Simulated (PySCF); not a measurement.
# Continuum solvent and chemical shifts

Atoms are numbered as in `[N:1]#[C:2][CH2:3][C@@H:4]1[CH2:5][CH2:6][C@H:7]2[O:8][C@@H:9]12`. Hydrogens are named by the atom that carries them. Ha(C5), Ha(C6) are cis to C3 on the ring; Ha(C3) is pro-R; Hb(C3) is pro-S; Hb(C5), Hb(C6) are trans to C3 on the ring.

GIAO PBE0/pcSseg-1 in PySCF on one PBE0-D3(BJ)/def2-SVP conformer, non-relativistic, equivalent nuclei averaged. Solvents enter as an IEF-PCM continuum (tetrahydrofuran with ε = 7.4, acetone with ε = 20.5) around the gas-phase geometry. Shifts are referred to TMS computed in the same medium.

In tetrahydrofuran, δ in ppm: C2 131.1, C9 58.8, C7 57.1, C4 38.6, C6 29.1, C5 28.2, C3 20.8, H(C7) 3.43, H(C9) 3.21, Hb(C3) 2.46, Ha(C3) 2.41, H(C4) 2.17, Ha(C6) 2.00, Hb(C6) 1.92. Dipole moment 3.47 D.

Problem. How does each δ change in the more polar medium?

Solution. 
```json
{"atoms": "C2", "environment": "nitrile carbon", "Δδ, acetone": "+1.0"}
{"atoms": "C9", "environment": "epoxide ring carbon", "Δδ, acetone": "+0.2"}
{"atoms": "C7", "environment": "epoxide ring carbon", "Δδ, acetone": "+0.1"}
{"atoms": "C4", "environment": "sp3 CH in a ring", "Δδ, acetone": "+0.1"}
{"atoms": "C6", "environment": "sp3 CH2 in a ring", "Δδ, acetone": "+0.2"}
{"atoms": "C5", "environment": "sp3 CH2 in a ring", "Δδ, acetone": "+0.1"}
{"atoms": "C3", "environment": "sp3 CH2 α to a nitrile", "Δδ, acetone": "+0.1"}
{"atoms": "H(C7)", "environment": "hydrogen on an epoxide ring carbon", "Δδ, acetone": "+0.01"}
{"atoms": "H(C9)", "environment": "hydrogen on an epoxide ring carbon", "Δδ, acetone": "+0.05"}
{"atoms": "Hb(C3)", "environment": "hydrogen on an sp3 CH2 α to a nitrile", "Δδ, acetone": "+0.07"}
{"atoms": "Ha(C3)", "environment": "hydrogen on an sp3 CH2 α to a nitrile", "Δδ, acetone": "+0.06"}
{"atoms": "H(C4)", "environment": "hydrogen on an sp3 CH in a ring", "Δδ, acetone": "+0.04"}
{"atoms": "Ha(C6)", "environment": "hydrogen on an sp3 CH2 in a ring", "Δδ, acetone": "-0.03"}
{"atoms": "Hb(C6)", "environment": "hydrogen on an sp3 CH2 in a ring", "Δδ, acetone": "+0.01"}
```

Changes are relative to tetrahydrofuran. The dipole moment becomes 3.63 D in acetone.

Problem. Which nuclei move most (in ppm), and what does the model miss?

Solution. C2 (nitrile carbon, +1.0 ppm) in acetone. A continuum only polarises the solute; specific hydrogen bonds, the anisotropy of aromatic solvents and changes of geometry or conformer are outside it.
